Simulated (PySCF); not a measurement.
**Bond curve of As2**

Set-up: basis As def2-TZVPPD; no relativity; PySCF 2.14. Energies in eV from As + As in their ground configurations at the same level. State: ¹Σg⁺ (singlet), closed shell.

Curves on a restricted Hartree–Fock reference rise too fast on stretching and do not dissociate correctly.

```tsv
R (Å)	r²SCAN	PBEsol	RHF-SCS-MP2	BHandHLYP
1.797	-1.955	-2.589	-1.604	-1.593
1.881	-3.045	-3.680	-2.751	-2.655
1.965	-3.652	-4.298	-3.416	-3.226
2.027	-3.874	-4.531	-3.682	-3.416
2.090	-3.946	-4.617	-3.801	-3.450
2.153	-3.900	-4.589	-3.808	-3.365
2.236	-3.707	-4.420	-3.694	-3.114
2.341	-3.321	-4.066	-3.427	-2.649
2.466	-2.735	-3.518	-3.022	-1.962
2.633	-1.870	-2.703	-2.478	-0.955
```

Q: Put a parabola through the three lowest points of the r²SCAN curve and estimate Re, k and ωe (reduced mass 37.46 u; 1 eV/Å² = 0.16022 mdyn/Å; ωe = 1302.8·√(k/μ) cm⁻¹).

A: Through R = 2.027, 2.09, 2.153 Å the second-order coefficient is 14.9 eV/Å², so Re ≈ 2.097 Å, k ≈ 4.76 mdyn/Å and ωe ≈ 465 cm⁻¹. A polynomial fit of higher order to the unrounded r²SCAN energies gives Re = 2.094 Å, k = 4.62 mdyn/Å, ωe = 458 cm⁻¹; anharmonicity and rounding make the difference.

The higher-order fit for each curve: r²SCAN: Re = 2.094 Å, ωe = 458 cm⁻¹, De = 3.95 eV; PBEsol: Re = 2.103 Å, ωe = 445 cm⁻¹, De = 4.62 eV; RHF-SCS-MP2: Re = 2.125 Å, ωe = 416 cm⁻¹, De = 3.82 eV; BHandHLYP: Re = 2.074 Å, ωe = 484 cm⁻¹, De = 3.45 eV.

Correlated steps freeze 18 core orbitals. Where the molecule has an RHF reference, its open-shell atoms are computed with UHF.
